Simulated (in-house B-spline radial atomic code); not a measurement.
Neutral titanium is squeezed into an impenetrable sphere of radius R (the orbitals vanish at R). No spin polarisation. Computed with a radial B-spline atomic code at the basis-set limit: non-relativistic Hartree-Fock, average of configuration, point nucleus.

Energies in eV above the free atom in [Ar] 3d2 4s2:

```
R (bohr)  highest level (eV)  [Ar] 3d2 4s2  [Ar] 3d2 4s1 4f1  [Ar] 3d2 4s1 4d1  -dE/dV in [Ar] 3d2 4s2 (GPa)
    9.66               -5.95        0.0649             8.393             5.981                        0.0594
    6.36               -4.79         1.551             15.31              11.5                          3.14
    4.85               -1.62         6.797             26.22             22.22                          25.4
    4.32                1.16         11.86             34.08             30.45                          59.1
    3.88                5.07         19.36             44.15             41.28                           127
    2.92                  27         65.86             94.28             96.94                           956
    2.72                36.9         88.62             116.2             121.6                          1580
    2.14                94.9         237.9             250.3             272.2                          8460
    1.66                 227         646.9             605.3             664.2                         46400
    1.32                 463          1504              1347              1469                        200000
```

(1) Does [Ar] 3d2 4s1 4f1 fall below [Ar] 3d2 4s2 under compression?

(2) Does [Ar] 3d2 4s1 4d1 fall below [Ar] 3d2 4s2 under compression?

The highest level is first positive in the row R = 4.32 bohr, pushed up by confinement above the zero of the free ion's potential. Each configuration is held fixed and needn't be the lowest in the sphere.

Results:

(1) Yes, between R = 2.14 and 1.66 bohr the order changes (near 2.03 bohr by linear interpolation).

(2) Yes, between R = 1.66 and 1.32 bohr the order changes (near 1.55 bohr by linear interpolation).
